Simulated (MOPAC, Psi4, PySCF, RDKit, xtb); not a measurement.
Two geometries of SMILES CC(=O)[SiH2][SeH], relaxed at B3LYP-D3(BJ)/def2-SVP with one dihedral held; other torsions can differ between them too.

Structure A

```
11

C     -2.1522    -0.5350     2.8634
C     -1.7216     0.1888     1.6083
O     -1.9036     1.3763     1.4421
Si    -0.8605    -0.7841     0.1586
Se     0.3217    -2.5259     1.1048
H     -2.7731    -1.4104     2.6091
H     -1.2627    -0.9239     3.3893
H     -2.7034     0.1505     3.5231
H     -1.9177    -1.3000    -0.7596
H      0.0168     0.1589    -0.5828
H      0.7322    -3.0859    -0.1983
```

Structure B

```
11

C     -1.7047     0.2966    -0.4270
C     -0.2201     0.4254    -0.6862
O      0.2231     1.2054    -1.5024
Si     0.9907    -0.7207     0.3473
Se     3.0793    -0.1735    -0.3837
H     -1.9179     0.4964     0.6369
H     -2.0295    -0.7384    -0.6281
H     -2.2650     0.9974    -1.0626
H      0.6261    -2.1467     0.0998
H      0.7779    -0.4519     1.7999
H      2.4059     0.7937    -1.2877
```

Q: Which is lower in energy at the level DF-MP2 (frozen core)/cc-pVTZ // B3LYP-D3(BJ)/def2-SVP (Psi4 1.11), and by how much?

A: B is lower, by 6.31 kJ/mol (dihedral O3–C2–Si4–Se5: 150° in A, 0° in B).

E(B) − E(A) in kJ/mol at the other levels, on the same two geometries: PBE0/def2-TZVP // B3LYP-D3(BJ)/def2-SVP (Psi4) -6.43; PBE0-D3(BJ)/def2-TZVP // B3LYP-D3(BJ)/def2-SVP (Psi4) -6.19; PBE/def2-TZVP // B3LYP-D3(BJ)/def2-SVP (Psi4) -7.66; PBE-D3(BJ)/def2-TZVP // B3LYP-D3(BJ)/def2-SVP (Psi4) -7.56; wB97X-D/def2-TZVP // B3LYP-D3(BJ)/def2-SVP (Psi4) -4.34; HF/cc-pVTZ // B3LYP-D3(BJ)/def2-SVP (Psi4) 1.68; UFF // B3LYP-D3(BJ)/def2-SVP (RDKit) 19.48; PM3, restricted, heats of formation // B3LYP-D3(BJ)/def2-SVP (MOPAC) 9.65; AM1, restricted, heats of formation // B3LYP-D3(BJ)/def2-SVP (MOPAC) 1.46; GFN1-xTB // B3LYP-D3(BJ)/def2-SVP (xtb) -8.34; restricted B3LYP/6-31G*, spherical d, density fitting // B3LYP-D3(BJ)/def2-SVP (PySCF) -5.52; restricted BP86/6-31G*, spherical d, density fitting // B3LYP-D3(BJ)/def2-SVP (PySCF) -8.07; restricted B3LYP/LANL2DZ, with its core potentials past Ne // B3LYP-D3(BJ)/def2-SVP (PySCF) -2.92; restricted Hartree-Fock/LANL2DZ, with its core potentials past Ne // B3LYP-D3(BJ)/def2-SVP (PySCF) 3.52.
